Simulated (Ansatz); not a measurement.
One change: `B[S][GaH][SiH3]` becomes `B[S][GaH][Cl]`.

Ansatz, PBE0-D4/def2-TZVP geometries, multiplicity 1. Each molecule was computed in one conformer, which needn't be the lowest.

Scalar relativity is left out up to krypton.

```csv
property,`B[S][GaH][SiH3]`
LUMO energy (ωB97M-V/def2-TZVPP) / eV,-0.50
HOMO energy (PBE/def2-TZVPP) / eV,-6.64
"ideal-gas entropy at 298 K and 1 bar (rigid rotor, harmonic PBE0-D4/def2-TZVP) / J/(mol·K)",376
LUMO energy (B3LYP/def2-TZVPP) / eV,-2.47
HOMO energy (B3LYP/def2-TZVPP) / eV,-7.49
size of the dipole moment (ωB97M-V/def2-TZVPP) / D,1.41
```

(1) What does the change do to each property? (An estimate is asked.)

Results:

(1) Computed: 
| property | `B[S][GaH][Cl]` | shift |
| --- | --- | --- |
| LUMO energy (ωB97M-V/def2-TZVPP) / eV | -0.12 | 0.38 |
| HOMO energy (PBE/def2-TZVPP) / eV | -7.21 | -0.57 |
| ideal-gas entropy at 298 K and 1 bar (rigid rotor, harmonic PBE0-D4/def2-TZVP) / J/(mol·K) | 350 | -26 |
| LUMO energy (B3LYP/def2-TZVPP) / eV | -2.17 | 0.30 |
| HOMO energy (B3LYP/def2-TZVPP) / eV | -8.20 | -0.71 |
| size of the dipole moment (ωB97M-V/def2-TZVPP) / D | 1.52 | 0.11 |

With PBE0 the HOMO falls by 0.72 eV and the LUMO rises by 0.29 eV, so the gap widens by about 1.01 eV. PBE moves the HOMO by -0.57 eV and ωB97M-V by -0.82 eV. The zero-point energy changes by -60.8 kJ/mol with -9 modes. Dipoles are sizes alone; their direction can turn. Modes under 60 cm⁻¹, often nearly free rotors, make the harmonic entropy too high.

B3LYP here is the variant with VWN-RPA as its local correlation; programs differ in this.
